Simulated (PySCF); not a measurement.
Vertical excitations of a molecule Cl2H4OSi2 from TDDFT-PBE/def2-SVPD (PySCF), as energy in eV (oscillator strength): 6.65 (0.002), 6.78 (0.001), 6.91 (0.000), 6.97 (0.027), 7.04 (0.011), 7.11 (0.009), 7.20 (0.021), 7.28 (0.013), 7.39 (0.005), 7.42 (0.006). Lowest triplet (TDA): 6.46 eV. The structure is a stationary point at B3LYP-D3(BJ)/def2-SVP. The values are those of a single conformer.

Task: Pick the molecule that these values belong to.
A) O[Si@@H](Cl)[SiH2]Cl
B) [SiH3]O[SiH](Cl)Cl
C) Cl[SiH2]O[SiH2]Cl
D) O[Si]([SiH3])(Cl)Cl

Result: C, Cl[SiH2]O[SiH2]Cl
